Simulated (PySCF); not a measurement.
C3H10F2Si2, SMILES C[SiH2]CC[SiH](F)F at its GFN2-xTB optimised geometry (Å):

```
17

Si    -2.2486    -1.1884    -0.6383
F     -3.6910    -1.3846    -1.3116
F     -1.8094    -2.7042    -0.3668
C     -1.0856    -0.3958    -1.8954
C      0.4078    -0.5381    -1.5765
Si     0.9936     0.3602     0.0000
C      0.3459     2.1455     0.0000
H     -2.4633    -0.5687     0.6476
H     -1.2828    -0.8557    -2.8708
H     -1.3251     0.6632    -2.0115
H      0.9793    -0.1647    -2.4301
H      0.6518    -1.5980    -1.4907
H      2.4633     0.3602     0.0000
H      0.4998    -0.3423     1.1923
H      0.6269     2.6734    -0.9074
H     -0.7374     2.1777     0.0786
H      0.7493     2.7042     0.8389
```

Method: PySCF 2.14.0 with PBE0/def2-SVP. Cells within 0.4 Å of a nucleus heavier than hydrogen are left out (blank, or x).

Map of the electrostatic potential (hartree/e), clipped to [-0.08, 0.12] on the plane z = 0.0 Å:

```
|222222233322222333332222222|
|222223333332222233333222222|
|222233333332222333333322222|
|222333333332223333333322222|
|223333333333334433333322222|
|223333333445699953333222222|
|223333334599999994333222222|
|2233333448999xx996333222222|
|22333334479999x997433222222|
|223333444589999999743222222|
|223334444556899999975322222|
|223334455556999999999732222|
|223345666667999xx9999932222|
|2223579999789999x9999732222|
|222479999998999999986322222|
|112499999999789999843222222|
|112499999999656787533222222|
|112499999998544444433222222|
|111379999995333333332222222|
|111247999993222333332222222|
|11122359x991122222222222222|
|111111299950012222222222222|
|111110015400012222222222222|
|111110000000112222222222222|
|111111000001112222222222222|
|111111110111112222222222222|
|211111111111112222222222222|
```
Scale: ten equal steps from -0.044 (start of '0') to 0.120 (end of '9'), in the order '0123456789'; x runs from -5.00 to 5.00, y from -5.00 (bottom) to 5.00 (top).
